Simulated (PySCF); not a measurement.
Molecule: SMILES C=CO[SiH2]C(C)C, C₅H₁₂OSi.

Bonds (- single, = double, # triple, : aromatic): C1=C2, C2-O3, O3-Si4, Si4-C5, C5-C6, C5-C7. C1 carries H8, H9; C2 carries H10; Si4 carries H11, H12; C5 carries H13; C6 carries H14, H15, H16; C7 carries H17, H18, H19. H9 is cis to O3; H8 is trans to O3.

Frames of a GFN2-xTB Langevin trajectory at 300 K; GIAO PBE0/pcSseg-1 shieldings in PySCF 2.14.0 with density-fitted response routines, gas phase, non-relativistic; equivalent atoms averaged within each frame.

δ = σ(ref) − σ, references computed at the same level: ¹³C (σref 186.93), ²⁹Si (σref 349.16), ¹H (σref 31.72) vs TMS; H2O for ¹⁷O (σref 336.08). The references are static minima.

How do the shifts (ppm) fluctuate along the trajectory?

Answers


```
         time (fs)     C2     C1    C5  C6/C7     O3    Si4   H10  H11/H12    H9    H8
optimised geometry  152.9  100.6  17.8   18.5  106.3  -13.1  6.56     4.75  4.87  4.51
               250  149.2  104.2  22.2   19.7  108.3  -18.8  6.03     5.08  4.94  4.87
               425  153.1  102.4  21.7   19.2  107.5  -18.5  6.30     4.65  5.56  4.09
               625  151.5   99.5  17.8   20.3  111.8   -5.6  5.40     5.22  5.08  4.52
               800  152.2   96.3  21.5   19.1  118.8  -14.2  6.21     4.72  4.56  4.31
              1000  155.3  103.1  21.5   18.2  124.2  -11.5  5.42     5.18  5.54  5.03
    mean of frames  152.3  101.1  20.9   19.3  114.1  -13.7  5.87     4.97  5.14  4.56
standard deviation    2.3    3.2   1.8    0.8    7.2    5.4  0.43     0.27  0.42  0.39
```

5 frames give an uncertainty of the mean of about the standard deviation over 2.2 at best, since frames this close in time may not be independent; classical motion lacks zero-point vibration, and the reference would need the same averaging.
